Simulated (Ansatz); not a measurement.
Correlation energies of AsH$_{3}$OSi, SMILES `O1[SiH2][AsH]1` by basis set

```xyz
6

O    -0.4273   -1.0715    0.5858
Si   -0.5832    0.3635   -0.2162
As    1.1635   -0.1798    1.1260
H    -1.6618    1.2626    0.2534
H    -0.5029    0.2977   -1.6934
H     2.0118   -0.6725   -0.0556
```

Charge 0, multiplicity 1. Correlated methods include outer-core shells of As, which these sets cover unevenly. Scalar relativity is left out up to krypton. Geometry: relaxed with PBE0-D4/def2-TZVP. Frozen core, restricted reference, the Gaussian-basis code of Ansatz.

```tsv
basis	HF (Eh)	MP2 corr.
def2-SVP	-2599.29463	-0.51596
def2-TZVPP	-2599.78531	-0.62445
def2-QZVPP	-2599.84367	-0.93567
```

(1) Estimate the CCSD correlation energy and the (T) correction in each basis where they were run (hartree).

Answers

(1) 
```
     basis  CCSD corr.       (T)
  def2-SVP    -0.53736  -0.01706
def2-TZVPP    -0.64221  -0.02734
```
